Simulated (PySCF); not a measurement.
W(NH)(S)(NH2)2 (H5N3SW), SMILES [NH]=[W]([NH2])([NH2])=[S], multiplicity 1. Geometry: PBE-D3(BJ)/def2-SVP. The spin state was assumed, not searched. The structure was generated by enumeration; whether it is a known compound was not checked. The def2 effective core potentials stand for the cores of W; spin–orbit coupling is left out. The values are those of a single conformer.

Q: Give the equilibrium geometry at PBE-D3(BJ)/def2-SVP (PySCF confirms it by a frequency run) as a Z-matrix, and its point group. (Estimate from the structure and the level; the computed values follow.)

A: This is not unique; one that fits is point group Cs.
```
W
N 1 1.7684
H 2 1.0267 1 149.38
N 1 1.9586 2 105.53 3 -120.51
H 4 1.0231 1 124.97 2 -15.61
H 4 1.0246 5 111.27 1 -178.66
N 1 1.9586 2 105.53 3 120.51
H 7 1.0231 1 124.97 2 15.61
H 7 1.0246 8 111.27 1 178.66
S 1 2.1738 2 115.35 3 0.00
```
